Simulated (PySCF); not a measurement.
**Radial density of Br⁺ (bromine, charge +1)**

r2SCAN, [Ar] 3d10 4s2 4p4, high-spin 3P determinant. Computed with PySCF 2.14 in cc-pVDZ-PP with ECP10MDF (4s3p2d, 23 functions), with a scalar-relativistic core potential. This is the valence pseudo-density: the core potential removes the inner electrons and smooths the orbitals near the nucleus.

| r (bohr) | 4πr²ρ (e/bohr) | 4πr²(ρα − ρβ) |
| --- | --- | --- |
| 0.000635 | 2.349e-05 | 0.0000 |
| 0.00107 | 6.635e-05 | 0.0000 |
| 0.00180 | 0.0001869 | 0.0000 |
| 0.00302 | 0.0005223 | 0.0000 |
| 0.00508 | 0.001428 | 0.0000 |
| 0.00855 | 0.003684 | 0.0000 |
| 0.0144 | 0.008297 | 0.0000 |
| 0.0242 | 0.01528 | 0.0000 |
| 0.0407 | 0.03102 | 0.0000 |
| 0.0684 | 0.1519 | 0.0002 |
| 0.115 | 1.244 | 0.0016 |
| 0.194 | 7.329 | 0.0250 |
| 0.326 | 25.86 | 0.1894 |
| 0.548 | 31.39 | 0.1143 |
| 0.921 | 8.974 | 0.2657 |
| 1.55 | 4.380 | 1.2686 |
| 2.61 | 1.375 | 0.5264 |
| 4.38 | 0.07728 | 0.0311 |
| 7.37 | 6.703e-05 | 0.0000 |

Energies and moments cover only the electrons outside the core potential.
